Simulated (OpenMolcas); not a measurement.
Cu2+ with 4 ligands (chloride) in square-planar coordination (D4h). A charge of +0.5 e stands 2.8 Å behind each ligand. Ligand basis ANO-RCC-VDZP.

```json
{
  "Program": "OpenMolcas",
  "Method": "SS-CASPT2, IPEA 0.25 Eh, imaginary shift 0.1 Eh (closed shells correlated: 3s 3p and the ligand valence shells)",
  "Basis": "ANO-RCC-VDZP [5s4p2d1f]",
  "Scalar Hamiltonian": "DKH2, point nucleus",
  "Active space": "9 electrons in 5 orbitals (3d)",
  "State averaging": "2S+1 = 2 even, 5 roots",
  "Spin-orbit coupling": "state interaction with AMFI integrals over the reference wave functions"
}
```

All ligands move together. At R = 2.26 Å the first state of the same spin is 11000 cm-1, and at R = 2.33 Å it is 9170 cm-1.

A third run gives 7510 cm-1. What distance was it run at?

With a power law R^-n the two known points give n = -ln(9170 / 11000) / ln(2.33 / 2.26) = 5.97. Then R = 2.26 × (11000 / 7510)^(1/5.97) = 2.409 Å. The run was at 2.41 Å, so the estimate is off by -0.001 Å.

Over all roots computed the reference weight is 0.74 in R = 2.26, 0.74 in R = 2.33, 0.74 in R = 2.41; a low but even weight reflects the number of correlated electrons. A single d shell leaves out the double-shell effect, which counts most for late 3d ions, where the CASPT2 field can be off either way by tens of per cent. Ligand-to-metal charge-transfer states are missing. Free-ion shares, where given, are those of the reference states; single-state CASPT2 does not remix them. No measured value stands beside these numbers; the geometry is a model, was not optimised and need not be the one that this ion takes.
